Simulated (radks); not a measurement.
Values are calculated unless marked as measured or tabulated.
Numerical settings for the samarium ion Sm+, [Xe] 4f6 6s1. Level of theory: scalar-relativistic Kohn-Sham, PBE, spin-polarised, spherical densities, point nucleus; open shells are filled with parallel spins first (spin-orbit coupling, left out, can overturn this in heavy ions) (a radial shooting solver on a logarithmic mesh with Libxc functionals). The defaults (mesh step 0.008 in ln r, mesh end at 40 bohr or more with all orbitals vanishing there, Anderson mixing 0.5 over 9 steps, residual threshold near 1e-9 with the energy settled to 1e-9 hartree or 1e-11 of itself, here a cap of 79 iterations) give E = -10427.2286 hartree and 6s at -8.801 eV in 15 iterations. Run on one thread of a shared host, so times are rough (Arm Neoverse N1): 0.38 s of CPU time, 0.38 s wall, 15 iterations on 2648 mesh points. Changes against that run (0 stands for a change within the tolerance of the run):

| setting | iterations | converged | E (mhartree) | e(6s) (meV) | CPU (s) |
|---|---|---|---|---|---|
| mesh step in ln r 0.003 | 15 | yes | 0 | 0 | 0.98 |
| mesh step in ln r 0.03 | 15 | yes | +0.00305 | 0 | 0.13 |
| mesh step in ln r 0.05 | 15 | yes | -0.00352 | +0.0224 | 0.09 |
| mesh end (bohr) 1 | 14 | level above zero | +3.08e+05 | +1.75e+06 | 0.27 |
| mesh end (bohr) 3 | 14 | level above zero | +2.21e+03 | +4.36e+04 | 0.28 |
| residual threshold 1e-16 | 79 | no | 0 | 0 | 0.93 |
| residual threshold 0.1 | 10 | yes | 0 | -0.0137 | 0.29 |
| mixing 0.01 | 28 | yes | 0 | 0 | 0.63 |
| linear mixing, mixing 0.05 | 79 | no | +0.396 | -59.8 | 1.7 |
| linear mixing, mixing 1 | 79 | no | +1.1e+05 | -2.84e+05 | 4.6 |
| mixing history 3 | 20 | yes | 0 | 0 | 0.44 |
| iteration cap 2 | 2 | no | +303 | -4.59e+03 | 0.08 |

Settled on a wrong energy, with an occupied level pushed above zero by the early mesh end: mesh end (bohr) 1 (+308 hartree); mesh end (bohr) 3 (+2.21 hartree). Apart from these: no run marked as converged misses the energy by more than 1 mhartree. A mesh that ends early acts as a hard wall.
